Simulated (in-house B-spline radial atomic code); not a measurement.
# Ionising the potassium ion K²⁺ with different functionals

Computed with a radial B-spline atomic code at the basis-set limit: four-component Dirac-Coulomb Hamiltonian, Fermi nucleus of rms radius 3.4349 fm, spin-restricted, spherical fractional occupations for the functionals. The ionisation energy is the difference of two self-consistent energies, [Ne] 3s2 3p5 → [Ne] 3s2 3p4, without Breit or QED terms; ε is the level of the shell that loses the electron (mean over j). The electron is taken from both j subshells in proportion to 2j + 1, so the result is a j average, not the step between ground levels.

Hybrids are left out here: with spherical fractional occupations of an open shell their exact exchange keeps a self-interaction that integer-occupation calculations don't have.

```json
{"method": "LDA VWN5", "rung": "LDA", "ΔSCF (eV)": "46.96", "-ε(3p) (eV)": "39.28"}
{"method": "relativistic LDA", "rung": "LDA", "ΔSCF (eV)": "46.96", "-ε(3p) (eV)": "39.27"}
{"method": "LDA PW92", "rung": "LDA", "ΔSCF (eV)": "?", "-ε(3p) (eV)": "?"}
{"method": "LDA exchange-only", "rung": "LDA", "ΔSCF (eV)": "45.34", "-ε(3p) (eV)": "37.69"}
{"method": "PBE", "rung": "GGA", "ΔSCF (eV)": "46.90", "-ε(3p) (eV)": "39.21"}
{"method": "PBEsol", "rung": "GGA", "ΔSCF (eV)": "?", "-ε(3p) (eV)": "?"}
{"method": "BLYP", "rung": "GGA", "ΔSCF (eV)": "46.75", "-ε(3p) (eV)": "39.06"}
{"method": "RPBE", "rung": "GGA", "ΔSCF (eV)": "46.88", "-ε(3p) (eV)": "39.19"}
{"method": "PW91", "rung": "GGA", "ΔSCF (eV)": "46.98", "-ε(3p) (eV)": "39.29"}
{"method": "BP86", "rung": "GGA", "ΔSCF (eV)": "46.98", "-ε(3p) (eV)": "39.28"}
{"method": "AM05", "rung": "GGA", "ΔSCF (eV)": "46.81", "-ε(3p) (eV)": "39.12"}
{"method": "OLYP", "rung": "GGA", "ΔSCF (eV)": "47.01", "-ε(3p) (eV)": "39.30"}
```

Task: What does PBEsol give?

Result: ΔSCF 46.83 eV, and -ε(3p) = 39.14 eV.

Task: What does LDA PW92 give?

Result: ΔSCF 46.96 eV, and -ε(3p) = 39.27 eV.

Task: How do they compare with the NIST value?

Result: NIST lists 45.803 eV ± 0.0017 (semi-empirical, ground level to ground level). Errors run from -0.46 to +1.21 eV. The correlated functionals all miss on the same side by more than they spread, so the cause is common to them (Breit-QED terms, spin polarisation, the choice among j levels, multiplet and fine-structure energies, or a listed next ion that isn't the cheapest removal here) and closeness doesn't rank the functionals.
